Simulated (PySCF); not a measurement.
## Isomers of C10H7Cl: computed energies against enthalpies of formation

**Experimental background.**

CRC Handbook of Chemistry and Physics lists, for the gas at 298.15 K: enthalpy of formation of `Clc1cccc2ccccc12` (1-chloronaphthalene) 119.8 kJ/mol; enthalpy of formation of `Clc1ccc2ccccc2c1` (2-chloronaphthalene) 137.4 kJ/mol.

How close the calculation comes is told at the end.

Differences of these values give the isomerisation enthalpies. Geometries: GFN2-xTB; runs in PySCF, gas phase, with a dispersion term only where the level names one. Total electronic energies (Eh):

| SMILES | PBE0/pcSseg-1 |
| --- | --- |
| Clc1cccc2ccccc12 | -844.81140 |
| Clc1ccc2ccccc2c1 | -844.81231 |

Geometry of `Clc1cccc2ccccc12` (Å):
```
atom  x, y, z in Å
Cl1    1.1701    3.1258    0.0643
C2     1.1845    1.3977   -0.0464
C3     2.3825    0.7594   -0.2198
C4     2.4212   -0.6389   -0.3133
C5     1.2702   -1.3699   -0.2318
C6     0.0242   -0.7344   -0.0516
C7    -1.1767   -1.4691    0.0375
C8    -2.3758   -0.8381    0.2147
C9    -2.4292    0.5604    0.3092
C10   -1.2856    1.3047    0.2258
C11   -0.0334    0.6832    0.0446
H12    3.2961    1.3295   -0.2853
H13    3.3740   -1.1274   -0.4496
H14    1.2964   -2.4473   -0.3034
H15   -1.1274   -2.5459   -0.0369
H16   -3.2890   -1.4108    0.2827
H17   -3.3830    1.0469    0.4492
H18   -1.3277    2.3808    0.2983
```

Geometry of `Clc1ccc2ccccc2c1` (Å):
```
atom  x, y, z in Å
Cl1   -3.7239   -1.8396   -0.4005
C2    -2.2983   -0.8792   -0.1921
C3    -2.4442    0.4862    0.1041
C4    -1.3317    1.2603    0.2715
C5    -0.0370    0.7120    0.1518
C6     1.1270    1.4903    0.3185
C7     2.3664    0.9260    0.1986
C8     2.4981   -0.4409   -0.0926
C9     1.3896   -1.2222   -0.2627
C10    0.0968   -0.6701   -0.1461
C11   -1.0639   -1.4531   -0.3157
H12   -3.4346    0.9044    0.1944
H13   -1.4325    2.3112    0.5009
H14    1.0203    2.5422    0.5429
H15    3.2542    1.5275    0.3264
H16    3.4851   -0.8700   -0.1818
H17    1.4864   -2.2745   -0.4878
H18   -0.9666   -2.5042   -0.5416
```

Zero-point and thermal terms are left out, so the computed numbers are electronic energies.

**Comparison with experiment**

Relative to `Clc1cccc2ccccc12`, the lowest by measurement, in kJ/mol (measured: enthalpies at 298.15 K; computed: electronic energies):

| SMILES | measured | PBE0/pcSseg-1 |
| --- | --- | --- |
| Clc1cccc2ccccc12 | 0.0 | 0.0 |
| Clc1ccc2ccccc2c1 | 17.6 | -2.4 |

Measured values: 119.8 kJ/mol (298.15 K; CRC Handbook of Chemistry and Physics) for the first row; the others come from the same table. Unsigned miss: PBE0/pcSseg-1 20.0 kJ/mol. PBE0/pcSseg-1 puts another isomer lowest. Where a level misses, the cause wasn't examined.
